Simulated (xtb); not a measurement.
xtb input (GFN1-xTB):

```bash
xtb mol.xyz --gfn 1 --sp --chrg 1 --uhf 0
```
mol.xyz:
```
6

B     -0.79579729     0.31105973    -0.09105722
O      0.54487434    -0.21297944     0.06234596
H     -1.61330975    -0.52331540    -0.21187621
H     -0.84492411     1.48418516    -0.06940138
H      1.33120986     0.35697248     0.17305895
H      0.74701577    -1.16930535     0.06473710
```

End of the output:

```
         :::::::::::::::::::::::::::::::::::::::::::::::::::::
         ::                     SUMMARY                     ::
         :::::::::::::::::::::::::::::::::::::::::::::::::::::
         :: total energy              -7.741892257071 Eh    ::
         :: gradient norm              0.013871032103 Eh/a0 ::
         :: HOMO-LUMO gap              5.244360220887 eV    ::
         ::.................................................::
         :: SCC energy                -7.809545990973 Eh    ::
         :: -> electrostatic           0.147986631354 Eh    ::
         :: repulsion energy           0.068433177443 Eh    ::
         :: dispersion energy         -0.000779443541 Eh    ::
         :: halogen bond corr.         0.000000000000 Eh    ::
         :: add. restraining           0.000000000000 Eh    ::
         :: total charge               1.000000000000 e     ::
         :::::::::::::::::::::::::::::::::::::::::::::::::::::

           -------------------------------------------------
          |                Property Printout                |
           -------------------------------------------------

    * Orbital Energies and Occupations

         #    Occupation            Energy/Eh            Energy/eV
      -------------------------------------------------------------
         1        2.0000           -1.1223644             -30.5411
         2        2.0000           -0.9648827             -26.2558
         3        2.0000           -0.9587308             -26.0884
         4        2.0000           -0.8841915             -24.0601
         5        2.0000           -0.7705419             -20.9675
         6        2.0000           -0.7069378             -19.2368 (HOMO)
         7                         -0.5142111             -13.9924 (LUMO)
         8                         -0.4413210             -12.0090
         9                         -0.3460330              -9.4160
        10                         -0.3020626              -8.2195
        11                         -0.2784670              -7.5775
        12                         -0.1013072              -2.7567
        13                         -0.0289357              -0.7874
        14                         -0.0006169              -0.0168
        15                          0.0844291               2.2974
        16                          0.3239543               8.8152
      -------------------------------------------------------------
                  HL-Gap            0.1927267 Eh            5.2444 eV
             Fermi-level           -0.6105744 Eh          -16.6146 eV

  Mulliken/CM5 charges         n(s)   n(p)   n(d)
Note: The following floating-point exceptions are signalling: IEEE_DENORMAL
normal termination of xtb
     1B     0.48581  0.23244   0.993  1.521  0.000
     2O    -0.44219 -0.75320   1.681  4.761  0.000
     3H     0.01139  0.12402   0.989  0.000  0.000
     4H     0.01139  0.12402   0.989  0.000  0.000
     5H     0.46680  0.63636   0.533  0.000  0.000
     6H     0.46680  0.63636   0.533  0.000  0.000

Wiberg/Mayer (AO) data.
largest (>0.10) Wiberg bond orders for each atom

 ---------------------------------------------------------------------------
     #   Z sym  total        # sym  WBO       # sym  WBO       # sym  WBO
 ---------------------------------------------------------------------------
     1   5 B    2.815 --     4 H    0.969     3 H    0.969     2 O    0.850
     2   8 O    2.357 --     1 B    0.850     5 H    0.754     6 H    0.754
     3   1 H    1.001 --     1 B    0.969
     4   1 H    1.001 --     1 B    0.969
     5   1 H    0.790 --     2 O    0.754
     6   1 H    0.790 --     2 O    0.754
 ---------------------------------------------------------------------------

Topologies differ in total number of bonds
Writing topology from bond orders to xtbtopo.mol

 dipole moment from electron density (au)
     X       Y       Z
   1.1257  -0.4400   0.1288  total (Debye):    3.090

           -------------------------------------------------
          | TOTAL ENERGY               -7.741892257071 Eh   |
          | GRADIENT NORM               0.013871032103 Eh/α |
          | HOMO-LUMO GAP               5.244360220887 eV   |
           -------------------------------------------------

------------------------------------------------------------------------
------------------------------------------------------------------------
 total:
 SCF:
```

It need not be the lowest isomer of its formula.
